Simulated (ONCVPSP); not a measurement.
# Which setting gave this result? (arsenic (As), ONCV)

Base potential:

- Element: As
- Generator: ONCVPSP 4.0.1
- Type: optimised norm-conserving Vanderbilt (ONCV)
- Functional: PBE
- Relativity: scalar-relativistic
- Frozen core: [Ne]
- Valence charge: 23
- Reference configuration: 3s2 3p6 3d10 4s2 4p3
- Partial waves: 3s+4s: rc 1.20 bohr, ncon 4, nbas 8, qcut 11.8 1/bohr, 2 projectors; 3p+4p: rc 1.00 bohr, ncon 4, nbas 9, qcut 16.1 1/bohr, 2 projectors; 3d: rc 0.90 bohr, ncon 4, nbas 9, qcut 16 1/bohr, 1 projector
- Local potential: polynomial inside 0.90 bohr (lpopt 5, dvloc0 3 Ha)
- Core correction: none

Cutoffs, loose and tight: the cutoffs (Ha) at which the residual kinetic energy of the hardest occupied pseudo-wave falls to 1 and 0.1 mHa per electron. They do not see the model core or the augmentation charge, which bear on the density cutoff. Test errors are all-electron minus pseudo excitation energies from the reference, over the configurations 3s2 3p6 3d10 4s2 4p2; 3s2 3p6 3d10 4s2 4p1; 3s2 3p6 3d10 4s2 4p0; 3s2 3p5 3d10 4s2 4p3; variants that change the core or the reference have their own tests.

Only the scale of all radii (base = 1) is moved:

| scale of all radii (base = 1) | cutoff, loose | cutoff, tight | bound ghosts | largest test error (meV) |
| --- | --- | --- | --- | --- |
| 0.78 | 430 Ha | 643 Ha | none | -66 |
| 0.83 | 248 Ha | 558 Ha | none | -73 |
| 0.88 | 126 Ha | 436 Ha | none | -97 |
| 0.96 | 117 Ha | 166 Ha | none | -125 |
| 1.02 | 111 Ha | 122 Ha | none | -169 |
| 1.07 | 107 Ha | 118 Ha | none | -195 |
| 1.15 | 101 Ha | 112 Ha | none | -248 |
| 1.26 | 93 Ha | 104 Ha | none | -294 |
| 1.32 | 91 Ha | 102 Ha | s | -307 |

One more run gave cutoff, loose: 98 Ha; cutoff, tight: 109 Ha; bound ghosts: none; largest test error (meV): -270. Which value of the scale of all radii (base = 1) was used?

1.2. The loose cutoff moves one way along this sweep, from 430 Ha at 0.78 to 91 Ha at 1.32, which places the run between 1.15 and 1.26.
